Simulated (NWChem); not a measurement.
System: neopentane (C₅H₁₂); SMILES CC(C)(C)C

Results from NWChem. Pople sets run with spherical d functions. Each level has its own optimisation; frequencies are unscaled.

```csv
level,r C–C (Å),r C–H (Å),highest harmonic frequency (cm⁻¹),lowest (cm⁻¹),zero-point energy (kcal/mol)
B3LYP/6-31G*,1.541,1.097,3107,206,100.6
B3LYP/3-21G,1.546,1.097,3107,___,___
PBE0/def2-SVP,1.531,1.102,3140,211,99.9
```

### Question
Complete the blanks.

### Answer

- B3LYP/3-21G, lowest (cm⁻¹): 230
- B3LYP/3-21G, zero-point energy (kcal/mol): 101.3
